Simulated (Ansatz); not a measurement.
Program: Ansatz. Geometries: PBE0-D4/def2-TZVP. ΔE: electronic, gas phase. CBS: MP2 limit from def2 TZ/QZ plus the TZ coupled-cluster correction, frozen cores. DFT in def2-TZVPP. def2 core potentials past Kr. For Sc, Ta outer-core shells are correlated without core-valence functions, which leaves a few kJ/mol of doubt a bond. Scalar relativity is left out up to krypton. One conformer a species, not always the lowest.

Reaction (redistribution): `[NH2][Sc]([NH2])[OH]` + `[OH][Ta](=[S])([Cl])[Cl]` → `[NH2][Sc]([OH])[Cl]` + `[NH2][Ta]([OH])(=[S])[Cl]`

`[NH2][Sc]([NH2])[OH]`:

Cartesian coordinates in Å:
```
N 0.825 0.806 -1.453
Sc -0.266 0.125 0.070
N 0.450 -1.409 1.121
O -1.914 0.904 0.501
H 1.722 0.443 -1.752
H 0.594 1.572 -2.073
H 0.013 -1.860 1.915
H 1.328 -1.885 0.956
H -2.751 1.303 0.716
```

`[OH][Ta](=[S])([Cl])[Cl]`:

```xyz
6

O     0.161    1.237   -0.849
Ta   -0.175   -0.288    0.180
S     1.695   -1.020    0.940
Cl   -1.529    0.268    1.934
Cl   -1.126   -1.894   -1.139
H     0.974    1.697   -1.066
```

`[NH2][Sc]([OH])[Cl]`:

```xyz
7

N    -1.374   -0.319    0.295
Sc    0.421    0.451    0.104
O     1.607   -0.584   -0.871
Cl    0.847    2.516    1.094
H    -2.144    0.110    0.794
H    -1.699   -1.200   -0.080
H     2.341   -0.974   -1.337
```

`[NH2][Ta]([OH])(=[S])[Cl]`:

Z-matrix (Å, degrees):
```
Ta
O 1 1.886
S 1 2.157 2 111.8
N 1 1.955 2 108.8 3 -116.8
Cl 1 2.308 2 108.8 3 123.3
H 2 0.958 1 132.4 3 -1.1
H 4 1.011 1 123.3 2 -47.6
H 4 1.009 1 125.7 2 128.4
```

```
  level  ΔE (eV)
BLYP-D4    -0.67
  BHLYP    -0.79
```

Task: What does CCSD(T)/CBS give? (An estimate is asked.)

Result: Computed: -0.71 eV. The listed levels differ from it by 0.04, -0.08 eV.

Largest T1 diagnostic among the species: 0.020.

From BLYP to BHLYP (50 % exact exchange), in def2-TZVPP and without D4, ΔE moves by −0.11 eV. At CCSD(T), def2-SVP lies −0.17 eV from the extrapolated value and def2-TZVPP −0.01 eV. In def2-TZVPP, CCSD(T) changes the Hartree–Fock value by +0.17 eV (the triples alone add +0.03 eV) and MP2 by +0.25 eV.
